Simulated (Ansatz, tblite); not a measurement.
Spin states of the cluster Rb₃H₂⁺ (the lowest singlet isomer of a short search), each relaxed with r2SCAN-D4/def2-TZVP in Ansatz. Electronic energies in the gas phase.

In the def2 sets Rb takes a core potential; there is no spin–orbit coupling. The xTB rows come from tblite. LC-ωPBE has ω = 0.4 bohr⁻¹. HSE06 is defined as in plane-wave codes, on full-range PBE exchange. Correlated methods freeze no core orbitals; core or outer-core shells of Rb are correlated, in sets that lack core-valence functions. HOMO above LUMO, or a gap near zero within one spin, warns that the state may not be the lowest or that an electron is smeared out. In the quintet geometry the species has come apart into loosely held pieces. The structure comes from a short search, and lower isomers may exist.

Singlet geometry (C2v within 0.1 Å):

```xyz
5

Rb    2.421    1.182   -4.353
Rb    0.188   -0.512    0.010
Rb   -2.653   -0.516    4.348
H    -1.278   -0.509    2.244
H     1.322    0.356   -2.249
```

Triplet geometry (D∞h within 0.1 Å):

Cartesian coordinates in Å:
```
Rb 4.064 3.465 1.985
Rb 0.006 -0.005 -0.003
Rb -4.076 -3.453 -1.978
H -1.851 -1.579 -0.906
H 1.858 1.572 0.901
```

Quintet geometry:

```xyz
5

Rb    2.188    5.194   -0.114
Rb    2.307   -0.290    0.097
Rb    1.001   -5.593    0.566
H    -2.996   -1.610    0.549
H    -2.499    2.299   -1.099
```

⟨S²⟩: triplet 2.02 at PBE0-D4/def2-TZVP (pure 2.00), quintet 6.00 at PBE0-D4/def2-TZVP (pure 6.00).

Only these spin states were relaxed. The quintet has fallen apart into loose fragments. The triplet has other bonds than the singlet, so the gap mixes isomer and spin. The quintet has other bonds than the singlet, so the gap mixes isomer and spin.

| level | triplet − singlet (kcal/mol) | quintet − singlet (kcal/mol) | lowest of these | remarks |
| --- | --- | --- | --- | --- |
| GFN2-xTB | 86.5 | 170.6 | singlet | – |
| HF/def2-TZVPP | 61.4 | 82.3 | singlet | – |
| PBE-D4/def2-TZVP | 63.8 | 111.4 | singlet | gap within one spin near zero (triplet) |
| r2SCAN-D4/def2-TZVP | 71.8 | 120.9 | singlet | gap within one spin near zero (triplet) |
| HSE06-D4/def2-TZVP | 71.9 | 111.0 | singlet | gap within one spin near zero (triplet) |
| LC-ωPBE/def2-TZVP | 83.9 | 123.6 | singlet | – |
| RPA@PBE/def2-TZVP | 55.0 | 108.5 | singlet | – |
| CCSD(T)/def2-TZVPP | 80.2 | 122.5 | singlet | – |

The xTB methods have no term that favours high spin, so they put low spin too low.
